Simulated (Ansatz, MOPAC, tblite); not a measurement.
# How methods differ on CH4AlFS (SMILES [CH3][Al]([F])[SH])

CH4AlFS: 8 atoms, total charge 0, spin state singlet. As SMILES, `[CH3][Al]([F])[SH]`. Geometry: relaxed at PBE0-D4/def2-TZVP. This is one conformer, not always the lowest.

```xyz
8

C    -0.1648    1.1447   -0.0303
Al    0.7026   -0.5839   -0.0582
F     2.3413   -0.6841   -0.2222
S    -0.2959   -2.5101    0.1138
H    -1.2504    1.0673    0.0563
H     0.2011    1.7418    0.8101
H     0.0654    1.7031   -0.9422
H    -1.5071   -1.9358    0.2168
```

Quantity: the dipole moment, in D. The values are calculated.

```json
{"level": "MNDO", "kind": "semi-empirical", "program": "MOPAC", "value (D)": "2.78", "CPU time": "under 2 s"}
{"level": "PM6", "kind": "semi-empirical", "program": "MOPAC", "value (D)": "3.23", "CPU time": "under 2 s"}
{"level": "PM7", "kind": "semi-empirical", "program": "MOPAC", "value (D)": "3.61", "CPU time": "under 2 s"}
{"level": "IPEA1-xTB", "kind": "semi-empirical", "program": "tblite", "value (D)": "4.93", "CPU time": "under 2 s"}
{"level": "HF/STO-3G", "kind": "Hartree–Fock", "program": "Ansatz", "value (D)": "1.67", "CPU time": "1.2 s"}
{"level": "HF/3-21G", "kind": "Hartree–Fock", "program": "Ansatz", "value (D)": "3.71", "CPU time": "2 s"}
{"level": "HF/def2-SVP", "kind": "Hartree–Fock", "program": "Ansatz", "value (D)": "2.92", "CPU time": "5.2 s"}
{"level": "HF/def2-SVPD", "kind": "Hartree–Fock", "program": "Ansatz", "value (D)": "2.78", "CPU time": "11 s"}
{"level": "BLYP/def2-TZVP", "kind": "GGA", "program": "Ansatz", "value (D)": "2.45", "CPU time": "22 s"}
{"level": "B3LYP/6-31G* (spherical functions)", "kind": "global hybrid", "program": "Ansatz", "value (D)": "2.82", "CPU time": "10 s"}
```

The values span 1.67 to 4.93 D. Sets without polarisation functions give poor dipoles. Without the sets that lack polarisation functions the rows with a basis span only 2.45 to 2.92 D. CPU times are rough (shared hosts, several kinds of processor): they show what a rung costs within a factor of a few.
